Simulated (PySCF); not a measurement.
Delta-SCF ions had no search for a lower state. Excitations are Tamm–Dancoff values on a coarser integration grid. The basis has no diffuse functions, so Rydberg states are missing or too high.

# C3H9B, SMILES `B(C)(C)C` (charge 0, multiplicity 1)

These are TPSSh-D3(BJ)/def2-TZVP // PBE0-D3(BJ)/def2-TZVP run with PySCF values and carry that method's errors.

| Quantity | Result |
|---|---|
| HOMO | -7.76 eV |
| dipole moment | 0.002 e·Å |
| HOMO–LUMO gap | 7.18 eV |
| LUMO | -0.59 eV |
| S1 excitation (TDA) | 6.48 eV |
| S1 oscillator strength | 0.000 |
| brightest of the four lowest singlets (TDA) | 7.92 eV |
| T1 excitation (TDA) | 5.89 eV |
| S1–T1 gap (TDA) | 0.59 eV |
| vertical ionisation energy (Delta-SCF) | 10.43 eV |
| total energy | -144.6817 Ha |
| cost | about 8 core-minutes (a rough figure) |

```xyz
13

C     -0.4101     1.4807    -0.3273
B     -0.0022     0.0024     0.0023
C     -1.1046    -1.1022     0.1593
C      1.5112    -0.3753     0.1708
H      0.0132     1.7504    -1.3045
H     -1.4845     1.6732    -0.3618
H      0.0528     2.1786     0.3798
H     -1.8579    -1.0385    -0.6332
H     -0.7331    -2.1275     0.2192
H     -1.6535    -0.8944     1.0888
H      1.7913    -1.0602    -0.6410
H      2.2084     0.4650     0.1580
H      1.6690    -0.9521     1.0895
```
